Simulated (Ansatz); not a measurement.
Computed with Ansatz on PBE0-D4/def2-TZVP structures; ΔE is electronic, products minus reactants. CBS: MP2 limit from def2 TZ/QZ plus the TZ coupled-cluster correction, frozen cores. This one scheme is used for every species. Functionals use def2-TZVPP. HSE06 is defined as in plane-wave codes. Each species was taken in one conformer, which may not be the lowest.

Consider the hydrogenolysis of the Si–N bond: `N[SiH2]B(O)O` + H₂ → `OB(O)[SiH3]` + NH₃.

```tsv
level	ΔE (kcal/mol)	difference from CCSD(T)/CBS
revPBE-D4	8.1	1.0
PBE0-D4	6.8	-0.3
r2SCANh-D4	8.0	0.9
CAM-B3LYP-D4	7.0	-0.1
ωB97M-V	7.6	0.5
B2PLYP	6.3	-0.8
PBE-QIDH	6.9	-0.2
BLYP	4.9	-2.2
r2SCAN	8.0	0.9
HSE06	5.7	-1.4
BHLYP	4.9	-2.2
HF/def2-TZVPP	2.5	-4.6
MP2/def2-TZVPP	8.4	1.3
MP2/def2-QZVPP	8.7	1.6
SCS-MP2/def2-QZVPP	7.5	0.4
HF/CBS(def2)	2.5	-4.6
CCSD(T)/CBS	7.1	0
```

Largest T1 diagnostic among the species: 0.014.

In def2-TZVPP, CCSD(T) changes the Hartree–Fock value by +4.2 kcal/mol (the triples alone add +1.0 kcal/mol) and MP2 by +6.0 kcal/mol. The D4 term adds +2.0 kcal/mol with B3LYP and +1.1 kcal/mol with PBE0; it sums over pairs of atoms, weighted by their polarisabilities, and B3LYP, whose exchange is more repulsive, gets the larger term. From r2SCAN to r2SCAN0 (25 % exact exchange), in def2-TZVPP and without D4, ΔE moves by −0.7 kcal/mol.

CCSD(T)/CBS has its own doubt, a few kJ/mol and more with outer-core shells, so smaller differences from it don't rank the levels.

B3LYP here is the variant with VWN-RPA as its local correlation; programs differ in this.
